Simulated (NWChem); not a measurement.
System: CH5NO2Si; SMILES N[SiH]1OCO1

Input file for NWChem:

```
start job
memory heap 200 mb stack 900 mb global 1100 mb
geometry units angstroms noautoz
  N      0.054548    -1.923794     0.456420
  Si     0.064497    -0.459216    -0.412456
  O      1.092615     0.798749     0.132917
  C     -0.069075     1.619279     0.305012
  O     -1.126646     0.713064    -0.034341
  H     -0.029064    -1.985799     1.472187
  H      0.124706    -2.833758     0.000235
  H      0.191266    -0.844096    -1.851938
  H     -0.051391     2.496142    -0.385527
  H     -0.162815     1.974597     1.359360
end
basis spherical
  * library def2-svp
end
dft
  xc m06-2x
  iterations 150
  mulliken
end
task dft gradient
```

Parts of the log:

```
             Northwest Computational Chemistry Package (NWChem) 7.3.0
             --------------------------------------------------------

 C1  symmetry detected

                             Geometry "geometry" -> ""
                             -------------------------

 Output coordinates in angstroms (scale by  1.889725989 to convert to a.u.)

  No.       Tag          Charge          X              Y              Z
 ---- ---------------- ---------- -------------- -------------- --------------
    1 N                    7.0000     0.00004323    -1.93693498     0.45324601
    2 Si                  14.0000     0.00094851    -0.47775923    -0.42472808
    3 O                    8.0000     1.11335424     0.74248668     0.03406130
    4 C                    6.0000    -0.00061318     1.60755169     0.28535585
    5 O                    8.0000    -1.11384757     0.74085431     0.03160924
    6 H                    1.0000    -0.01045707    -1.99109628     1.47284126
    7 H                    1.0000     0.00185354    -2.85097312    -0.00017694
    8 H                    1.0000     0.00623430    -0.87372131    -1.86677438
    9 H                    1.0000    -0.00098822     2.47996027    -0.41102672
   10 H                    1.0000    -0.00259862     1.97096637     1.34110848

 Effective nuclear repulsion energy (a.u.)     249.2492674230

                                 NWChem DFT Module
                                 -----------------

 Summary of "ao basis" -> "ao basis" (spherical)
 ------------------------------------------------------------------------------
       Tag                 Description            Shells   Functions and Types
 ---------------- ------------------------------  ------  ---------------------
 N                          def2-svp                 6       14   3s2p1d
 Si                         def2-svp                 8       18   4s3p1d
 O                          def2-svp                 6       14   3s2p1d
 C                          def2-svp                 6       14   3s2p1d
 H                          def2-svp                 3        5   2s1p

            General Information
            -------------------
          SCF calculation type: DFT
          Wavefunction type:  closed shell.
          No. of atoms     :    10
          No. of electrons :    48
           Alpha electrons :    24
            Beta electrons :    24
          Charge           :     0
          Spin multiplicity:     1
          Use of symmetry is: off; symmetry adaption is: off
          Maximum number of iterations: 150
          AO basis - number of functions:    99
                     number of shells:    47
          Convergence on energy requested:  1.00D-06
          Convergence on density requested:  1.00D-05
          Convergence on gradient requested:  5.00D-04

              XC Information
              --------------
                       M06-2X Method XC Functional
                     Hartree-Fock (Exact) Exchange  0.540
                        M06-2X Exchange Functional  1.000
                      M06-2X Correlation Potential  1.000

             Grid Information
             ----------------
          Grid used for XC integration:  medium
          Radial quadrature: Mura-Knowles
          Angular quadrature: Lebedev.
          Tag              B.-S. Rad. Rad. Pts. Rad. Cut. Ang. Pts.
          ---              ---------- --------- --------- ---------
          N                   0.65       49          11.0       434
          Si                  1.10       88           9.0       590
          O                   0.60       49          10.0       434
          C                   0.70       49          11.0       434
          H                   0.35       45          13.0       434
          Grid pruning is: on
          Number of quadrature shells:   509
          Spatial weights used:  Erf1

      Superposition of Atomic Density Guess
      -------------------------------------

 Sum of atomic energies:        -532.48623924

      Non-variational initial energy
      ------------------------------

 Total energy =    -534.728056
 1-e energy   =   -1228.890662
 2-e energy   =     444.913339
 HOMO         =      -0.341266
 LUMO         =       0.074093

     ---------------------------------------------
      Total Density - Mulliken Population Analysis
     ---------------------------------------------

    Atom       Charge   Shell Charges
 -----------   ------   -------------------------------------------------------
    1 N    7     7.74   1.99  1.02  0.44  2.58  1.70  0.00
    2 Si  14    12.74   2.00  1.99  0.86  0.18  5.93  0.88  0.56  0.34
    3 O    8     8.85   1.99  1.11  0.72  3.04  1.97  0.01
    4 C    6     5.37   1.99  0.90  0.17  1.58  0.65  0.08
    5 O    8     8.85   1.99  1.11  0.72  3.04  1.97  0.01
    6 H    1     0.75   0.58  0.12  0.04
    7 H    1     0.74   0.58  0.12  0.04
    8 H    1     1.08   0.68  0.39  0.01
    9 H    1     0.94   0.70  0.22  0.02
   10 H    1     0.94   0.70  0.22  0.02

   convergence    iter        energy       DeltaE   RMS-Dens  Diis-err
 ---------------- ----- ----------------- --------- --------- ---------
 d= 0,ls=0.0,diis     1   -535.3686374679 -7.85D+02  1.18D-02  9.88D-01
 d= 0,ls=0.0,diis     2   -535.3774913110 -8.85D-03  5.62D-03  1.15D+00
 d= 0,ls=0.0,diis     3   -535.4856997347 -1.08D-01  6.88D-04  7.04D-03
 d= 0,ls=0.0,diis     4   -535.4863291326 -6.29D-04  2.54D-04  1.16D-03
 d= 0,ls=0.0,diis     5   -535.4864430861 -1.14D-04  7.06D-05  1.34D-04
  Resetting Diis
 d= 0,ls=0.0,diis     6   -535.4864574753 -1.44D-05  2.14D-05  5.24D-06
 d= 0,ls=0.0,diis     7   -535.4864581163 -6.41D-07  6.83D-06  3.69D-07

         Total DFT energy =     -535.486458116317
      One electron energy =    -1232.685162811783
           Coulomb energy =      500.217649946844
    Exchange-Corr. energy =      -52.268212674348
 Nuclear repulsion energy =      249.249267422971

 Numeric. integr. density =       48.000000149253

                       DFT Final Molecular Orbital Analysis
                       ------------------------------------

 Vector   22  Occ=2.000000D+00  E=-3.826321D-01
              MO Center=  3.3D-04,  6.0D-01,  6.3D-02, r^2= 2.4D+00
   Bfn.  Coefficient  Atom+Function         Bfn.  Coefficient  Atom+Function
  ----- ------------  ---------------      ----- ------------  ---------------
    36      0.422784   3 O  px               64      0.423013   5 O  px
    39      0.317130   3 O  px               67      0.317259   5 O  px
    50     -0.158322   4 C  px               22     -0.143354   2 Si px
     4      0.136942   1 N  px                7     -0.127661   1 N  px
    37      0.085398   3 O  py               65     -0.083990   5 O  py

 Vector   23  Occ=2.000000D+00  E=-3.484534D-01
              MO Center=  2.4D-03, -1.4D+00,  3.2D-01, r^2= 2.2D+00
   Bfn.  Coefficient  Atom+Function         Bfn.  Coefficient  Atom+Function
  ----- ------------  ---------------      ----- ------------  ---------------
     4      0.518418   1 N  px                7     -0.438814   1 N  px
    37     -0.129505   3 O  py               65      0.128289   5 O  py
    25     -0.120217   2 Si px               36     -0.108615   3 O  px
    64     -0.108405   5 O  px               38      0.097312   3 O  pz
    40     -0.096266   3 O  py               66     -0.095834   5 O  pz

 Vector   24  Occ=2.000000D+00  E=-3.394704D-01
              MO Center=  1.5D-03,  9.3D-01,  2.0D-02, r^2= 2.9D+00
   Bfn.  Coefficient  Atom+Function         Bfn.  Coefficient  Atom+Function
  ----- ------------  ---------------      ----- ------------  ---------------
    38      0.333461   3 O  pz               66      0.332400   5 O  pz
    95     -0.255384  10 H  s                41      0.247493   3 O  pz
    69      0.246666   5 O  pz               90      0.242587   9 H  s
    52     -0.228994   4 C  pz               86      0.200101   8 H  s
    96     -0.159318  10 H  s                91      0.155461   9 H  s

 Vector   25  Occ=0.000000D+00  E= 8.037456D-02
              MO Center=  2.3D-02, -4.2D-01, -4.6D-01, r^2= 3.7D+00
   Bfn.  Coefficient  Atom+Function         Bfn.  Coefficient  Atom+Function
  ----- ------------  ---------------      ----- ------------  ---------------
    25      0.987836   2 Si px               35     -0.547718   3 O  s
    63      0.542806   5 O  s                53      0.341730   4 C  px
     7     -0.317194   1 N  px               22      0.278820   2 Si px
    50      0.215776   4 C  px                4      0.214367   1 N  px
    19     -0.151385   2 Si px               34     -0.105247   3 O  s

 Vector   26  Occ=0.000000D+00  E= 8.075409D-02
              MO Center= -3.1D-02, -2.2D+00,  6.0D-01, r^2= 4.3D+00
   Bfn.  Coefficient  Atom+Function         Bfn.  Coefficient  Atom+Function
  ----- ------------  ---------------      ----- ------------  ---------------
     3      1.546013   1 N  s                81     -0.902942   7 H  s
    76     -0.835030   6 H  s                18     -0.572647   2 Si s
    26      0.354176   2 Si py                2      0.205873   1 N  s
    27     -0.197230   2 Si pz               86      0.192889   8 H  s
     8     -0.178837   1 N  py               96     -0.173519  10 H  s

 Vector   27  Occ=0.000000D+00  E= 1.125344D-01
              MO Center=  1.8D-04,  1.0D+00, -1.1D-01, r^2= 5.9D+00
   Bfn.  Coefficient  Atom+Function         Bfn.  Coefficient  Atom+Function
  ----- ------------  ---------------      ----- ------------  ---------------
    49      1.878796   4 C  s                26     -1.247237   2 Si py
    91     -1.055736   9 H  s                96     -0.988501  10 H  s
    18     -0.479889   2 Si s                86     -0.394640   8 H  s
    27     -0.384089   2 Si pz               54      0.352268   4 C  py
    35      0.336266   3 O  s                63      0.332235   5 O  s

     ---------------------------------------------
      Total Density - Mulliken Population Analysis
     ---------------------------------------------

    Atom       Charge   Shell Charges
 -----------   ------   -------------------------------------------------------
    1 N    7     7.44   1.99  0.95  0.45  2.47  1.57  0.01
    2 Si  14    13.18   2.00  1.98  0.93  0.09  5.93  1.16  0.59  0.50
    3 O    8     8.53   1.99  1.07  0.76  2.84  1.86  0.01
    4 C    6     5.62   1.99  0.91  0.10  1.96  0.59  0.09
    5 O    8     8.53   1.99  1.07  0.76  2.84  1.86  0.01
    6 H    1     0.84   0.69  0.10  0.04
    7 H    1     0.84   0.69  0.10  0.04
    8 H    1     1.12   0.74  0.37  0.01
    9 H    1     0.95   0.75  0.18  0.02
   10 H    1     0.95   0.75  0.18  0.02

     -------------------------------------------
      Total Density - Lowdin Population Analysis
     -------------------------------------------

    Atom       Charge   Shell Charges
 -----------   ------   -------------------------------------------------------
    1 N    7     7.23   1.97  0.69  0.44  2.26  1.84  0.02
    2 Si  14    13.39   2.00  1.92  0.58  0.29  5.82  1.18  0.85  0.75
    3 O    8     8.32   1.97  0.93  0.64  2.71  2.05  0.02
    4 C    6     5.82   1.96  0.59  0.31  1.75  1.02  0.19
    5 O    8     8.32   1.97  0.93  0.64  2.71  2.05  0.02
    6 H    1     0.92   0.58  0.21  0.12
    7 H    1     0.91   0.58  0.21  0.12
    8 H    1     1.11   0.65  0.44  0.02
    9 H    1     0.99   0.66  0.27  0.06
   10 H    1     0.99   0.66  0.27  0.06

     Multipole analysis of the density
     ---------------------------------

     L   x y z        total         alpha         beta         nuclear
     -   - - -        -----         -----         ----         -------
     0   0 0 0     -0.000000    -24.000000    -24.000000     48.000000

     1   1 0 0     -0.005487     -0.002744     -0.002744      0.000000
     1   0 1 0     -0.780155     -0.390077     -0.390077      0.000000
     1   0 0 1      0.188982      0.094491      0.094491      0.000000

     2   2 0 0    -31.960651    -51.408652    -51.408652     70.856653
     2   1 1 0      0.013807      0.004604      0.004604      0.004599
     2   1 0 1     -0.024992      0.014209      0.014209     -0.053410
     2   0 2 0    -20.636395   -147.188047   -147.188047    273.739699
     2   0 1 1     -0.333962     -0.453429     -0.453429      0.572896
     2   0 0 2    -24.962753    -34.070253    -34.070253     43.177753

            General Information
            -------------------
          SCF calculation type: DFT
          Wavefunction type:  closed shell.
          No. of atoms     :    10
          No. of electrons :    48
           Alpha electrons :    24
            Beta electrons :    24
          Charge           :     0
          Spin multiplicity:     1
          Use of symmetry is: off; symmetry adaption is: off
          Maximum number of iterations: 150
          AO basis - number of functions:    99
                     number of shells:    47
          Convergence on energy requested:  1.00D-06
          Convergence on density requested:  1.00D-05
          Convergence on gradient requested:  5.00D-04

              XC Information
              --------------
                       M06-2X Method XC Functional
                     Hartree-Fock (Exact) Exchange  0.540
                        M06-2X Exchange Functional  1.000
                      M06-2X Correlation Potential  1.000

             Grid Information
             ----------------
          Grid used for XC integration:  medium
          Radial quadrature: Mura-Knowles
          Angular quadrature: Lebedev.
          Tag              B.-S. Rad. Rad. Pts. Rad. Cut. Ang. Pts.
          ---              ---------- --------- --------- ---------
          N                   0.65       49          11.0       434
          Si                  1.10       88           9.0       590
          O                   0.60       49          10.0       434
          C                   0.70       49          11.0       434
          H                   0.35       45          13.0       434
          Grid pruning is: on
          Number of quadrature shells:   509
          Spatial weights used:  Erf1

          Convergence Information
          -----------------------
          Convergence aids based upon iterative change in
          total energy or number of iterations.
          Levelshifting, if invoked, occurs when the
          HOMO/LUMO gap drops below (HL_TOL):  1.00D-02
          DIIS, if invoked, will attempt to extrapolate
          using up to (NFOCK): 10 stored Fock matrices.

                    Damping( 0%)  Levelshifting(0.5)       DIIS
                  --------------- ------------------- ---------------
          dE  on:    start            ASAP                start
          dE off:    2 iters        150 iters           150 iters

                            NWChem DFT Gradient Module
                            --------------------------

  charge          =   0.00
  wavefunction    = closed shell

                         DFT ENERGY GRADIENTS

    atom               coordinates                        gradient
                 x          y          z           x          y          z
   1 N       0.000082  -3.660276   0.856511    0.000179  -0.002333   0.000183
   2 Si      0.001792  -0.902834  -0.802620   -0.000137  -0.004728  -0.004187
   3 O       2.103934   1.403096   0.064367    0.018980   0.004671   0.002446
   4 C      -0.001159   3.037832   0.539244    0.000255  -0.003424  -0.001465
   5 O      -2.104867   1.400012   0.059733   -0.019145   0.004597   0.002427
   6 H      -0.019761  -3.762626   2.783266   -0.000135  -0.000295   0.007120
   7 H       0.003503  -5.387558  -0.000334    0.000011  -0.006642  -0.003097
   8 H       0.011781  -1.651094  -3.527692    0.000074  -0.003196  -0.006873
   9 H      -0.001867   4.686445  -0.776728   -0.000035   0.007563  -0.004953
  10 H      -0.004911   3.724586   2.534328   -0.000047   0.003788   0.008399
```

Level: M06-2X/def2-SVP. Geometry: optimised at PBE-D3(BJ)/def2-SVP.
